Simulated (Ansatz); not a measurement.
`C[SiH](F)O[SiH2]O` + `[AlH2][SiH2]S` → `C[SiH](F)[SiH2]S` + `O[SiH2][O][AlH2]`  (redistribution)

Calculated with Ansatz (gas phase, PBE0-D4/def2-TZVP geometries, no zero-point term in ΔE). CCSD(T)/CBS adds triple-zeta CCSD(T) − MP2 to the extrapolated MP2 energy (def2 sets, frozen cores). DFT in def2-TZVPP. Each species was taken in one conformer, which may not be the lowest.

`C[SiH](F)O[SiH2]O`:

Z-matrix (Å, degrees):
```
C
Si 1 1.845
H 1 1.093 2 110.5
H 1 1.093 2 111.0 3 -120.0
H 1 1.093 2 110.4 3 119.7
F 2 1.604 1 108.2 3 -179.7
O 2 1.626 1 112.0 3 -61.3
H 2 1.479 1 113.7 3 61.5
Si 7 1.637 2 140.5 1 -73.7
O 9 1.639 7 111.5 2 4.8
H 9 1.477 7 109.0 2 121.1
H 9 1.483 7 107.3 2 -117.2
H 10 0.959 9 118.0 7 -69.5
```

`[AlH2][SiH2]S`:

```xyz
8

Al   -1.263    1.294   -0.243
Si    0.681   -0.142    0.202
S     0.095   -2.161   -0.244
H    -2.626    0.671   -0.764
H    -1.146    2.859   -0.005
H     1.129   -0.039    1.622
H     1.857    0.248   -0.631
H     1.274   -2.730    0.063
```

`C[SiH](F)[SiH2]S`:

Cartesian coordinates in Å:
```
C 0.729 -0.425 -1.735
Si -0.588 0.535 -0.844
F -0.287 2.108 -0.997
Si -0.657 0.004 1.442
S 1.370 0.102 2.135
H 0.516 -1.496 -1.673
H 1.712 -0.249 -1.294
H 0.765 -0.144 -2.791
H -1.925 0.289 -1.451
H -1.533 0.935 2.204
H -1.201 -1.373 1.612
H 1.099 -0.287 3.393
```

`O[SiH2][O][AlH2]`:

```xyz
9

O    -0.001    1.102    1.898
Si   -0.920    0.420    0.721
O    -0.028   -0.300   -0.422
Al    1.015   -1.100   -1.473
H     0.492    1.894    1.679
H    -1.749   -0.582    1.428
H    -1.754    1.455    0.055
H     2.445   -0.472   -1.711
H     0.500   -2.416   -2.175
```

**Question.** Is it downhill or uphill in electronic energy at CCSD(T)/CBS, and by how much? (Best estimate.)

**Answer.** Ansatz gave: Downhill: ΔE = -3.8 kcal/mol.

**Question.** What do these levels give: PBE0, CCSD/def2-TZVPP, HF/def2-QZVPP, MP2/def2-QZVPP, SCS-MP2/def2-QZVPP, HF/CBS(def2)? (Best estimate.)

**Answer.** Computed: PBE0 -3.7, CCSD/def2-TZVPP -3.3, HF/def2-QZVPP -2.3, MP2/def2-QZVPP -4.8, SCS-MP2/def2-QZVPP -4.6, HF/CBS(def2) -2.3 kcal/mol.

Largest T1 diagnostic among the species: 0.012.

From PBE to PBE0 (25 % exact exchange), in def2-TZVPP and without D4, ΔE moves by +1.0 kcal/mol. In def2-TZVPP, CCSD(T) changes the Hartree–Fock value by −1.3 kcal/mol (the triples alone add −0.2 kcal/mol) and MP2 by −2.4 kcal/mol.
